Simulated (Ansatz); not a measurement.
Start from `C=C=COC` and change one atom or group to get `C=C=C[O][InH][CH3]`.

Ansatz, PBE0-D4/def2-TZVP geometries, multiplicity 1. Each molecule was computed in one conformer, which needn't be the lowest.

Elements past krypton have def2 core potentials.

```csv
property,`C=C=COC`
LUMO energy (ωB97M-V/def2-TZVPP) / eV,1.94
HOMO energy (PBE0/def2-TZVPP) / eV,-6.52
LUMO energy (PBE0/def2-TZVPP) / eV,-0.16
HOMO energy (B3LYP/def2-TZVPP) / eV,-6.32
size of the dipole moment (B3LYP/def2-TZVPP) / D,1.04
HOMO–LUMO gap (PBE0/def2-TZVPP) / eV,6.36
```

Question: Give the same properties after the change, and the shifts. (Estimate.)

Answer: The calculation gave: 
| property | `C=C=C[O][InH][CH3]` | shift |
| --- | --- | --- |
| LUMO energy (ωB97M-V/def2-TZVPP) / eV | 0.52 | -1.42 |
| HOMO energy (PBE0/def2-TZVPP) / eV | -6.07 | 0.45 |
| LUMO energy (PBE0/def2-TZVPP) / eV | -0.90 | -0.74 |
| HOMO energy (B3LYP/def2-TZVPP) / eV | -5.87 | 0.45 |
| size of the dipole moment (B3LYP/def2-TZVPP) / D | 2.22 | 1.18 |
| HOMO–LUMO gap (PBE0/def2-TZVPP) / eV | 5.17 | -1.19 |

With PBE0 the HOMO rises by 0.45 eV and the LUMO falls by 0.74 eV, so the gap narrows by about 1.19 eV. PBE moves the HOMO by 0.43 eV and ωB97M-V by 0.47 eV. Dipoles are sizes alone; their direction can turn.

B3LYP here is the variant with VWN-RPA as its local correlation; programs differ in this.
